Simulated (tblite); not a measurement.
triplet methylene (CH$_{2}$), triplet, at a GFN2-xTB geometry; GFN1-xTB in tblite.

The tblite input:
```
$ tblite run mol.xyz --method gfn1 --charge 0 --spin 2 --grad --json tblite.json --no-restart

# file mol.xyz
3

C      0.00386916     0.00066529     0.10150064
H      0.00046091     0.97908788    -0.31139250
H     -0.02367585    -0.98307960    -0.29761136
```

It wrote (shortened):

```
xTB calculator
 | screened Coulomb repulsion
 | Coulomb electrostatics
 |  * isotropic Klopman-Ohno-Mataga-Nishimoto electrostatics
 |  * onsite third-order electrostatics
 | DFT-D3(BJ) dispersion correction

halogen bonding energy    0.0000000000000E+00 Eh
repulsion energy          4.1160929902713E-02 Eh
dispersion energy        -1.9193502219199E-04 Eh
number of electrons       6.0000000000000E+00 e
integral cutoff           1.9731147476801E+01 bohr

------------------------------------------------------------
  cycle        total energy    energy error   density error
------------------------------------------------------------
      1     -2.974412138900  -3.0153811E+00   4.9829073E-01
      2     -2.974550036484  -1.3789758E-04   2.9863179E-01
      3     -2.974564341717  -1.4305233E-05   6.2630010E-03
      4     -2.974568638212  -4.2964950E-06   9.6667683E-04
      5     -2.974568748229  -1.1001702E-07   1.9374293E-06
------------------------------------------------------------

electronic energy        -3.0155377431092E+00 Eh
total energy             -2.9745687482287E+00 Eh

Post processing:
 | Mayer-Wiberg bond orders

[Info] Tight-binding results written to 'tblite.txt'
[Info] JSON dump of results written to 'tblite.json'
```
